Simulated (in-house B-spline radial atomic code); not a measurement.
Successive ionisation energies of phosphorus; each step leads to the configuration of the next row (after the last: bare). NIST's values go from ground level to ground level; the uncertainty of those that are theory runs from under 0.1 % in few-electron ions to several per cent in heavy many-electron ones. Computed with an all-electron radial atomic-structure program (B-spline basis): non-relativistic Hartree-Fock, average of the configuration, point nuclei.

| ion | configuration | ionisation energy (eV) | tabulated value (eV) | computed minus tabulated (eV) | highest orbital | largest mean radius (bohr) |
| --- | --- | --- | --- | --- | --- | --- |
| P | [Ne] 3s2 3p3 | 8.8 | 10.48669 | -2 | 3p | 2.3688 |
| P+ | [Ne] 3s2 3p2 | 18.5 | 19.76949 | -1 | 3p | 2.1466 |
| P2+ | [Ne] 3s2 3p1 | ? | ? | ? | ? | ? |
| P3+ | [Ne] 3s2 | ? | ? | ? | ? | ? |
| P4+ | [Ne] 3s1 | 64.4 | 65.02511 | -1 | 3s | 1.6174 |
| P5+ | [He] 2s2 2p6 | 219.1 | 220.43 | -1 | 2p | 0.51344 |
| P6+ | [He] 2s2 2p5 | 265.2 | 263.57 | 2 | 2p | 0.50111 |
| P7+ | [He] 2s2 2p4 | 314.2 | 309.6 | 5 | 2p | 0.48921 |
| P8+ | [He] 2s2 2p3 | 366.2 | 372.31 | -6 | 2p | 0.47776 |
| P9+ | [He] 2s2 2p2 | ? | ? | ? | ? | ? |
| P10+ | [He] 2s2 2p1 | 478.8 | 479.44 | -1 | 2p | 0.45619 |
| P11+ | [He] 2s2 | 554.0 | 560.62 | -7 | 2s | 0.44604 |
| P12+ | [He] 2s1 | 609.7 | 611.741 | -2 | 2s | 0.43681 |
| P13+ | 1s2 | 2809.2 | 2816.909 | -8 | 1s | 0.10257 |
| P14+ | 1s1 | 3061.3 | 3069.842 | -9 | 1s | 0.1 |

Problem. Fill in the row of P2+.

Solution. ionisation energy (eV): 29.4; tabulated value (eV): 30.20264; computed minus tabulated (eV): -1; highest orbital: 3p; largest mean radius (bohr): 1.9841.

Problem. Fill in the row of P3+.

Solution. ionisation energy (eV): 49.7; tabulated value (eV): 51.44387; computed minus tabulated (eV): -2; highest orbital: 3s; largest mean radius (bohr): 1.6962.

Problem. Fill in the row of P9+.

Solution. ionisation energy (eV): 421.0; tabulated value (eV): 424.4; computed minus tabulated (eV): -3; highest orbital: 2p; largest mean radius (bohr): 0.46676.

Problem. Where is the largest jump?

Solution. From P12+ to P13+, by a factor of 4.61 (609.65 to 2809.2 eV); the highest orbital goes from 2s to 1s.

Problem. How far is this level of theory from the measured and semi-empirical values?

Solution. Over those 12 rows the differences run from -6.6 to +4.6 eV (mean absolute value 2.5 eV). The calculation leaves out relativity, correlation and, in open shells, the multiplet splittings that an average leaves out.
